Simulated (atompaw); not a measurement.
**O (Z = 8): one change to a PAW (atompaw) potential, before and after**

atompaw 4.2.0.5 input, output lines left out:

```
O 8
LDA-PW scalarrelativistic loggrid 1500 logderivrange -4 5 226
2 2 0 0 0 0
2 1 4
0 0 0
c
v
v
2
1.55 1.30 1.40 1.45
y
-1.1
n
y
1.25
n
y
-0.2
n
custom polynom gramschmidtortho besselshape
3 0 vpsmatchnc
0.80
0.80
1.55
1.55
1.55
```

All-electron outer shells of the reference configuration (LDA (PW92), scalar-relativistic, ld1.x):

```tsv
shell	level (eV)	outermost node (bohr)	outermost maximum (bohr)
1s	-510.87	–	0.13
2s	-23.75	0.28	0.88
2p	-9.20	–	0.82
```

Change: wave 2s (bound): rc 0.80 bohr becomes 2s (bound): rc 1.12 bohr.

Cutoffs: the cutoffs (Ry, on a coarse ladder) from which the occupation-weighted sum of valence levels, in a spherical-Bessel basis at the reference potential, stays within 10 and 1 mRy of its value at 400 Ry; they do not see the model core or the augmentation charge, which bear on the density cutoff.

Problem. What does the change do?

Solution. The potential gets softer (70 Ry and 90 Ry → 30 Ry and 50 Ry); neither file shows a bound ghost.

```tsv
quantity	base	changed
cutoff, loose	70 Ry	30 Ry
cutoff, tight	90 Ry	50 Ry
loose cutoff by channel (10 mRy a level)	s 60 Ry, p 25 Ry	s 15 Ry, p 25 Ry
bound ghosts	none	none
s: phases at 1.55 bohr within 0.05 rad from the reference energy up to (Ry; the scan ends near 5)	to the end of the scan	to the end of the scan
p: phases at 1.55 bohr within 0.05 rad from the reference energy up to (Ry; the scan ends near 5)	to the end of the scan	to the end of the scan
d: phases at 1.55 bohr within 0.05 rad from the reference energy up to (Ry; the scan ends near 5)	2.2	2.2
lowest overlap eigenvalue by channel	s 0.73, p 0.93, d 1.00	s 0.01, p 0.93, d 1.00
```

 The cutoffs see the waves, projectors and local potential, not the compensation charge or the core.
